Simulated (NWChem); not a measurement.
Molecule: CH5Cl2FSi2; SMILES F[SiH2]C[SiH](Cl)Cl

```xyz
11

Si     0.2149    -2.2131     0.0094
F     -0.7413    -3.5260     0.1244
C     -0.8755    -0.6937     0.1391
Si    -0.1226     0.8787    -0.4982
Cl    -1.1524     2.5167     0.2116
Cl     1.8359     0.9884     0.1591
H      1.1978    -2.2678     1.1220
H      0.8902    -2.2690    -1.3169
H     -1.8032    -0.8766    -0.4325
H     -1.1661    -0.5491     1.1935
H     -0.1055     0.9543    -1.9791
```
Atoms are numbered in this order, from 1.

Computed with NWChem. Coordinates come from a PBE0/def2-SVP optimisation.

For level B3LYP/def2-TZVP:

| Quantity | Value |
|---|---|
| highest occupied level (eV) | -8.76 |
| orbital gap (eV) | 8.32 |

Question: What are these values for level Hartree-Fock/def2-TZVP?

Answer: The highest occupied level (eV) is -12.20. The orbital gap (eV) is 15.38.
